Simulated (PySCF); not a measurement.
Br (SMILES [Br+]), charge +1, triplet; R2SCAN/def2-TZVP in PySCF.

Input for PySCF:
```python
from pyscf import gto, scf, dft

mol = gto.M(
    atom='''
Br    0.000000    0.000000    0.000000
''',
    basis='def2-tzvp',
    charge=1,
    spin=2,
    verbose=4,
)

mf = dft.UKS(mol)
mf.xc = 'r2scan'
mf.kernel()
```

Output, abridged:

```
PySCF version 2.14.0

[INPUT] verbose = 4
[INPUT] num. atoms = 1
[INPUT] num. electrons = 34
[INPUT] charge = 1
[INPUT] spin (= nelec alpha-beta = 2S) = 2
[INPUT] symmetry False subgroup None
[INPUT] Mole.unit = angstrom
[INPUT] Symbol           X                Y                Z      unit          X                Y                Z       unit  Magmom
[INPUT]  1 Br     0.000000000000   0.000000000000   0.000000000000 AA    0.000000000000   0.000000000000   0.000000000000 Bohr   0.0

nuclear repulsion = 0
number of shells = 16
number of NR pGTOs = 103
number of NR cGTOs = 48
basis = def2-tzvp
ecp = {}

******** <class 'pyscf.dft.uks.UKS'> ********
method = UKS
initial guess = minao
damping factor = 0
level_shift factor = 0
DIIS = <class 'pyscf.scf.diis.CDIIS'>
diis_start_cycle = 1
diis_space = 8
diis_damp = 0
SCF conv_tol = 1e-09
SCF conv_tol_grad = None
SCF max_cycles = 50
direct_scf = True
direct_scf_tol = 1e-13
number electrons alpha = 18  beta = 16
XC library pyscf.dft.libxc version 7.1.2
    S. Lehtola, C. Steigemann, M. J. T. Oliveira, and M. A. L. Marques,  SoftwareX 7, 1–5 (2018)
XC functionals = r2scan
    J. W. Furness, A. D. Kaplan, J. Ning, J. P. Perdew, and J. Sun,  J. Phys. Chem. Lett. 11, 8208–8215 (2020)
    J. W. Furness, A. D. Kaplan, J. Ning, J. P. Perdew, and J. Sun,  J. Phys. Chem. Lett. 11, 9248–9248 (2020)
    J. W. Furness, A. D. Kaplan, J. Ning, J. P. Perdew, and J. Sun,  J. Phys. Chem. Lett. 11, 8208–8215 (2020)
    J. W. Furness, A. D. Kaplan, J. Ning, J. P. Perdew, and J. Sun,  J. Phys. Chem. Lett. 11, 9248–9248 (2020)
radial grids:
    Treutler-Ahlrichs [JCP 102, 346 (1995); DOI:10.1063/1.469408] (M4) radial grids

becke partition: Becke, JCP 88, 2547 (1988); DOI:10.1063/1.454033
pruning grids: <function nwchem_prune>
grids dens level: 3
symmetrized grids: False
atomic radii adjust function: <function treutler_atomic_radii_adjust>
small_rho_cutoff = 0
Set gradient conv threshold to 3.16228e-05
tot grids = 20424
init E= -2573.01046717922

cycle= 1 E= -2573.6025365136  delta_E= -0.592  |g|= 0.384  |ddm|= 0.909
cycle= 2 E= -2573.63600379769  delta_E= -0.0335  |g|= 0.348  |ddm|= 0.654
cycle= 3 E= -2573.65492458236  delta_E= -0.0189  |g|= 0.0218  |ddm|= 0.201
cycle= 4 E= -2573.65517197876  delta_E= -0.000247  |g|= 0.00399  |ddm|= 0.0443
cycle= 5 E= -2573.65517900681  delta_E= -7.03e-06  |g|= 0.000255  |ddm|= 0.00494
cycle= 6 E= -2573.65517904659  delta_E= -3.98e-08  |g|= 2.43e-05  |ddm|= 0.000371
cycle= 7 E= -2573.65517904695  delta_E= -3.53e-10  |g|= 5.34e-06  |ddm|= 4.71e-05
Extra cycle  E= -2573.65517904706  delta_E= -1.14e-10  |g|= 5e-06  |ddm|= 3.19e-05
converged SCF energy = -2573.65517904706  <S^2> = 2.0043629  2S+1 = 3.0029072
```
